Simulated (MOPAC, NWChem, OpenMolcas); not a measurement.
**CHClInNO (SMILES O=C=[N][InH][Cl]): the dipole moment, rung by rung**

CHClInNO: 6 atoms, total charge 0, spin state singlet. As SMILES, `O=C=[N][InH][Cl]`. The shape is that of a PBE0-D4/def2-TZVP optimisation. This is one conformer, not always the lowest.

```xyz
6

O     1.6280   -2.3204    0.0581
C     0.8966   -1.4709    0.3793
N     0.1367   -0.6269    0.7821
In   -0.7442    1.0279    0.0313
Cl   -0.1270    1.3820   -2.1720
H    -1.7901    2.0083    0.9212
```

Each level gives the dipole moment (D). The values are calculated.

```
                           level             kind     program  value (D)   CPU time
                             AM1   semi-empirical       MOPAC       3.68  under 2 s
                             PM3   semi-empirical       MOPAC       1.57  under 2 s
    HF/def2-SVP (core potential)     Hartree–Fock      NWChem       3.96       30 s
 SVWN5/def2-SVP (core potential)              LDA      NWChem       3.17       24 s
revPBE/def2-SVP (core potential)              GGA  OpenMolcas       3.13       29 s
  TPSS/def2-SVP (core potential)         meta-GGA  OpenMolcas       3.16       39 s
r2SCAN/def2-SVP (core potential)         meta-GGA  OpenMolcas       3.42       35 s
M06-2X/def2-SVP (core potential)  hybrid meta-GGA      NWChem       3.59       34 s
```

The values span 1.57 to 3.96 D. Magnitudes only. Times are those of the runs behind each value, whatever else they computed, on shared processors of several kinds: orders of magnitude only.
